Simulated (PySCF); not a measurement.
Ga(Me)2 (C2H6Ga), SMILES [CH3][Ga][CH3], multiplicity 2.

The structure is a stationary point at B3LYP-D3(BJ)/def2-SVP. The spin state was assumed, not searched. The isomer is the one that the SMILES or the coordinates give; other isomers of the formula were not compared.

These are PBE/def2-TZVPD in PySCF values and carry that method's errors.

The molecule is in vacuum.

Question: Estimate the frontier levels, dipole moment and polarisability. (An estimate is asked for; the answer gives what the named calculation found.)

Answer: 
| Quantity | Value |
|---|---|
| α spin, highest occupied and lowest empty level | -4.04 and -2.02 eV |
| β spin, highest occupied and lowest empty level | -6.25 and -2.89 eV |
| dipole moment | 0.53 D |
| quadrupole, principal values (traceless, Buckingham form, about the centre of nuclear charge) | -2.18, -1.89, 4.07 D·Å |
| mean static polarisability | 71.8 bohr³ (10.64 Å³) |
| polarisability, principal values | 59.2, 69.3, 87.0 bohr³ |
| ⟨S²⟩ | 0.751 (pure state 0.75) |
